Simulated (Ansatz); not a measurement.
```yaml
crystal:
  periodic: [false, false, false]
  atoms:
    - {symbol: C, position_ang: [-0.538143, 1.581347, 0.402026]}
    - {symbol: C, position_ang: [0.320735, 0.356518, 0.668867]}
    - {symbol: N, position_ang: [0.582628, -0.426233, -0.517123]}
    - {symbol: Ga, position_ang: [0.044560, -2.123464, -0.869454]}
    - {symbol: H, position_ang: [-0.056071, 2.244632, -0.322050]}
    - {symbol: H, position_ang: [-0.704107, 2.152972, 1.319378]}
    - {symbol: H, position_ang: [-1.508914, 1.289870, -0.006006]}
    - {symbol: H, position_ang: [-0.179712, -0.286984, 1.399427]}
    - {symbol: H, position_ang: [1.262772, 0.673009, 1.138460]}
    - {symbol: H, position_ang: [1.095150, 0.086444, -1.219198]}
    - {symbol: H, position_ang: [0.446673, -2.715315, -2.256842]}
    - {symbol: H, position_ang: [-0.765571, -2.832798, 0.262495]}
basis:
  gaussian: {orbitals: pcseg-2}
total_charge: -2
magnetization: {spin_polarized: true, initial_magnetization: 0}
hamiltonian: {xc: {name: HF}}
correlation: {method: mp2}
scf: {lower_state_search: off}
output: {forces: true}
```

```sh
$ ansatz run in.yaml --threads 4 --pin off --events-out ev --progress --plain --max-ram 10444MiB
```

It prints (some lines left out):

```
Functional definition: HF
  name "HF"
  cite "Fock, Z. Phys. 61, 126 (1930) doi:10.1007/BF01340294"
  parent pbe
  exchange = exact_x
  correlation = 0
these checks for a lower state are left out or cut short: starts, cluster_reference, orbital_swaps, neighbouring_geometries, increment
1449 factors; integrals over basis functions are off by at most 8.4e-4 eV
mean field evaluation 1: about -55992.2341 eV, gradient 2.5e1 eV
mean field evaluation 2: about -55992.2436 eV, gradient 2.5e1 eV
mean field evaluation 4: about -55997.1783 eV, gradient 2.8e0 eV
mean field evaluation 8: about -55997.2562 eV, gradient 1.3e-1 eV
mean field evaluation 16: about -55997.2568 eV, gradient 3.4e-3 eV
mean field evaluation 32: about -55997.2568 eV, gradient 3.3e-4 eV
a density is far from that of the atoms, so the factors are made again for it
1491 factors; integrals over basis functions are off by at most 8.2e-4 eV
mean field evaluation 64: about -55997.2567 eV, gradient 9.7e-3 eV
mean field -55998.05587835 eV, -2057.8905966836 hartree, gradient 2.5e-6 eV, S^2 1.011103; 2 other end points of the search recorded, 0 dependent functions left out
12 core orbitals not correlated: weight in the atoms' cores, before any rotation towards them, 1.000 or more for the frozen orbitals, at most 0.000 for the correlated occupied ones
reference -55998.05587835 eV, -2057.8905966836 hartree; 18, 18 occupied and 215, 215 virtual orbitals, 1491 factors
second order -20.60212735 eV of doubles, -0.00000000 eV of singles
the calculation of the forces begins
Total energy: -56018.65800569 eV, -2058.6477108990 hartree
Atom 0 at    -0.538143     1.581347     0.402026 Å, force    -0.085514    -0.182222    -0.195474 eV/Å
Atom 1 at     0.320735     0.356518     0.668867 Å, force     0.107298    -0.138691    -0.082193 eV/Å
Atom 2 at     0.582628    -0.426233    -0.517123 Å, force     0.374543     0.763664    -0.012451 eV/Å
Atom 3 at     0.044560    -2.123464    -0.869454 Å, force    -0.199231    -0.863677    -0.040567 eV/Å
Atom 4 at    -0.056071     2.244632    -0.322050 Å, force     0.062805     0.253038     0.154688 eV/Å
Atom 5 at    -0.704107     2.152972     1.319378 Å, force    -0.008729     0.319723     0.152482 eV/Å
Atom 6 at    -1.508914     1.289870    -0.006006 Å, force    -0.041688    -0.004731     0.007720 eV/Å
Atom 7 at    -0.179712    -0.286984     1.399427 Å, force     0.092594     0.041879    -0.051808 eV/Å
Atom 8 at     1.262772     0.673009     1.138460 Å, force    -0.079515     0.102142     0.079720 eV/Å
Atom 9 at     1.095150     0.086444    -1.219198 Å, force    -0.101213     0.061223     0.145861 eV/Å
Atom 10 at     0.446673    -2.715315    -2.256842 Å, force     0.003752    -0.161591    -0.186563 eV/Å
Atom 11 at    -0.765571    -2.832798     0.262495 Å, force    -0.125101    -0.190757     0.028586 eV/Å
Dipole moment:    -0.030197    -1.446817    -0.432981 e Å
Checks for a lower state left out: starts, cluster_reference, orbital_swaps, neighbouring_geometries, increment
```

Task: What is wrong with this run?

Result: The charge is far from anything that the molecule holds. Self-consistency was reached. The result belongs to that input, not to the molecule as meant.
